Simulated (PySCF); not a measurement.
Harmonic spectrum computed at PBE0 in the def2-SVP basis family (core potentials from Rb on, PySCF, no spin–orbit coupling):

```csv
ω (cm⁻¹),IR (km/mol)
60,49.9
107,15.4
198,2.8
369,27.4
428,136
1002,219
```

Which molecule gave it? In each, all ligands are bound to the one heavy central atom.
A. ZrOCl₂ (singlet)
B. RuOCl₂ (triplet)
C. PtOCl₂ (triplet)
D. MnOCl₂ (quartet)

A. It has Cs symmetry with Zr–Cl 2.380 Å (×2), Zr–O 1.724 Å.
